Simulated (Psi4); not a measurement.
F5Nb (SMILES [F][Nb]([F])([F])([F])[F]), singlet, geometry from GFN2-xTB (such geometries of metal compounds can be far from the true shape) (all electrons, no relativity); WB97X/3-21G (Psi4).

Input for Psi4:
```
memory 2 GB

molecule {
0 1
Nb
F  1 1.817796
F  1 1.817796 2 120.000000
F  1 1.817796 2 120.000000 3 180.000000
F  1 1.785272 2 90.000000 4 90.000000
F  1 1.785272 2 90.000000 5 180.000000
}

set basis 3-21g
set scf_type pk

energy('wb97x')
print_variables()
```

The log (banner, timings and long lists left out):

```
   => Loading Basis Set <=

    Name: 3-21G
    Role: ORBITAL
    Keyword: BASIS

         ---------------------------------------------------------
                                   SCF
               by Justin Turney, Rob Parrish, Andy Simmonett
                          and Daniel G. A. Smith
                              RKS Reference
         ---------------------------------------------------------

  ==> Geometry <==

    Molecular point group: c2v
    Full point group: D3h

    Geometry (in Angstrom), charge = 0, multiplicity = 1:

       Center              X                  Y                   Z               Mass
    ------------   -----------------  -----------------  -----------------  -----------------
         NB           0.000000000000     0.000000000000     0.000000000000    92.906373000000
         F            0.000000000000     0.000000000000     1.817796000000    18.998403162730
         F            0.000000000000     1.574257514898    -0.908898000000    18.998403162730
         F            0.000000000000    -1.574257514898    -0.908898000000    18.998403162730
         F           -1.785272000000     0.000000000000     0.000000000000    18.998403162730
         F            1.785272000000     0.000000000000     0.000000000000    18.998403162730

  Running in c2v symmetry.

  Rotational constants: A =      0.08951  B =      0.07831  C =      0.07831 [cm^-1]
  Rotational constants: A =   2683.41942  B =   2347.64906  C =   2347.64906 [MHz]
  Nuclear repulsion =  694.796429484060695

  Charge       = 0
  Multiplicity = 1
  Electrons    = 86
  Nalpha       = 43
  Nbeta        = 43

  ==> Algorithm <==

  SCF Algorithm Type is PK.
  DIIS enabled.
  MOM disabled.
  Fractional occupation disabled.
  Guess Type is SAD.
  Energy threshold   = 1.00e-06
  Density threshold  = 1.00e-06
  Integral threshold = 1.00e-12

  ==> Primary Basis <==

  Basis Set: 3-21G
    Blend: 3-21G
    Number of shells: 39
    Number of basis functions: 84
    Number of Cartesian functions: 84
    Spherical Harmonics?: false
    Max angular momentum: 2

  ==> DFT Potential <==

   => LibXC <=

    Version 7.1.2
    S. Lehtola, C. Steigemann, M. J. T. Oliveira, and M. A. L. Marques,  SoftwareX 7, 1–5 (2018) (10.1016/j.softx.2017.11.002)

   => Composite Functional: WB97X <=

    wB97X Hyb-GGA Exchange-Correlation Functional

    J.-D. Chai and M. Head-Gordon,  J. Chem. Phys. 128, 084106 (2008) (10.1063/1.2834918)

    Deriv               =              1
    GGA                 =           TRUE
    Meta                =          FALSE

    Exchange Hybrid     =           TRUE
    MP2 Hybrid          =          FALSE

   => Exchange-Correlation Functionals <=

    1.0000   wB97X range-separated functional

   => Exact (HF) Exchange <=

    0.8423            HF,LR [omega = 0.3000]
    0.1577               HF

   => LibXC Density Thresholds  <==

    XC_HYB_GGA_XC_WB97X:  1.00E-14

   => Molecular Quadrature <=

    Radial Scheme          =       TREUTLER
    Pruning Scheme         =           NONE
    Nuclear Scheme         =       TREUTLER

    Blocking Scheme        =         OCTREE
    BS radius alpha        =              1
    Pruning alpha          =              1
    Radial Points          =             75
    Spherical Points       =            302
    Total Points           =         131598
    Total Blocks           =           1062
    Max Points             =            255
    Max Functions          =             80
    Weights Tolerance      =       1.00E-15

  ==> Integral Setup <==

  Using in-core PK algorithm.
   Calculation information:
      Number of atoms:                   6
      Number of AO shells:              39
      Number of primitives:             78
      Number of atomic orbitals:        84
      Number of basis functions:        84

      Integral cutoff                 1.00e-12
      Number of threads:                 1

  Performing in-core PK
  Using 19122705 doubles for integral storage.
  We computed 211429 shell quartets total.
  Whereas there are 304590 unique shell quartets.

  Computing range-separated integrals for PK
  We computed 211429 wK shell quartets total.
  Whereas there are 304590 wK unique shell quartets.

  ==> DiskJK: Disk-Based J/K Matrices <==

    J tasked:                  Yes
    K tasked:                  Yes
    wK tasked:                 Yes
    Omega:               3.000E-01
    Schwarz Cutoff:          1E-12

  Minimum eigenvalue in the overlap matrix is 1.6201734565E-03.
  Reciprocal condition number of the overlap matrix is 3.2895608802E-04.
    Using symmetric orthogonalization.

  ==> Pre-Iterations <==

  SCF Guess: Superposition of Atomic Densities via on-the-fly atomic UHF (no occupation information).

   -------------------------
    Irrep   Nso     Nmo
   -------------------------
     A1        39      39
     A2         7       7
     B1        19      19
     B2        19      19
   -------------------------
    Total      84      84
   -------------------------

  ==> Iterations <==

                        Total Energy        Delta E     RMS |[F,P]|

   @RKS iter SAD: -4231.72209319170543   -4.23172e+03   0.00000e+00
   @RKS iter   1: -4234.49830616100553   -2.77621e+00   1.73950e-02 ADIIS/DIIS
   @RKS iter   2: -4234.20294248552636    2.95364e-01   2.70710e-02 ADIIS/DIIS
   @RKS iter   3: -4234.72153953480665   -5.18597e-01   1.78220e-03 ADIIS/DIIS
   @RKS iter   4: -4234.72301726223668   -1.47773e-03   6.70745e-04 ADIIS/DIIS
   @RKS iter   5: -4234.72336598238144   -3.48720e-04   1.99660e-04 ADIIS/DIIS
   @RKS iter   6: -4234.72339218478282   -2.62024e-05   2.56473e-05 DIIS
   @RKS iter   7: -4234.72339346733497   -1.28255e-06   4.52317e-06 DIIS
   @RKS iter   8: -4234.72339356686825   -9.95333e-08   8.38651e-07 DIIS
  Energy and wave function converged.

  ==> Post-Iterations <==

   Electrons on quadrature grid:
      Ntotal   =   85.9999712630 ; deviation = -2.874e-05

    Orbital Energies [Eh]
    ---------------------

    Doubly Occupied:

[...]
      10B1    -0.509978

    Virtual:

[...]
    Final Occupation by Irrep:
             A1    A2    B1    B2
    DOCC [    20,    3,   10,   10 ]
    NA   [    20,    3,   10,   10 ]
    NB   [    20,    3,   10,   10 ]

  @RKS Final Energy: -4234.72339356686825

   => Energetics <=

    Nuclear Repulsion Energy =            694.7964294840606954
    One-Electron Energy =               -7237.6256145465104055
    Two-Electron Energy =                2439.1163803418326097
    DFT Exchange-Correlation Energy =    -131.0105888462502151
    Empirical Dispersion Energy =           0.0000000000000000
    VV10 Nonlocal Energy =                  0.0000000000000000
    Total Energy =                      -4234.7233935668673439

Computation Completed

Properties will be evaluated at   0.000000,   0.000000,   0.000000 [a0]

Properties computed using the SCF density matrix

 Multipole Moments:

 ------------------------------------------------------------------------------------
     Multipole            Electronic (a.u.)      Nuclear  (a.u.)        Total (a.u.)
 ------------------------------------------------------------------------------------

 L = 1.  Multiply by 2.5417464519 to convert [e a0] to [Debye]
 Dipole X            :          0.0000000            0.0000000            0.0000000
 Dipole Y            :          0.0000000            0.0000000            0.0000000
 Dipole Z            :          0.0000463            0.0000000            0.0000463
 Magnitude           :                                                    0.0000463

 ------------------------------------------------------------------------------------

  Variable Map:
  ----------------------------------------------------------------------------
[...]
  Array Variable Map:
  ----------------------------------------------------------------------------
[...]
[...]
```
